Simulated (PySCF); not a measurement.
ClF₂H₂NSn, SMILES [NH2][Sn]([F])([F])[Cl]. Atoms are numbered in the order given.

```xyz
7

N      2.0983    -0.3615     0.1795
Sn     0.1386     0.1353     0.0992
F     -0.5565     0.3431     1.8896
F     -0.0891     1.8302    -0.8005
Cl    -1.2279    -1.3970    -0.9917
H      2.6576     0.3400    -0.3110
H      2.4097    -0.3863     1.1532
```

Geometry: B3LYP-D3(BJ)/def2-SVP. The structure was generated by enumeration; whether it is a known compound was not checked. The def2 effective core potentials stand for the cores of Sn; spin–orbit coupling is left out. The values are those of a single conformer.

The numbers are results of PySCF with M06-2X/def2-TZVP, not measurements.

Estimate the frontier levels, gap, dipole moment and polarisability. (An estimate is asked for; the answer gives what the named calculation found.)


- highest occupied level: -10.51 eV
- lowest empty level: -1.70 eV
- orbital gap: 8.81 eV
- dipole moment: 2.93 D
- quadrupole, principal values (traceless, Buckingham form, about the centre of nuclear charge): -7.54, -3.48, 11.02 D·Å
- mean static polarisability: 52.3 bohr³ (7.75 Å³)
- polarisability, principal values: 44.6, 49.4, 62.8 bohr³
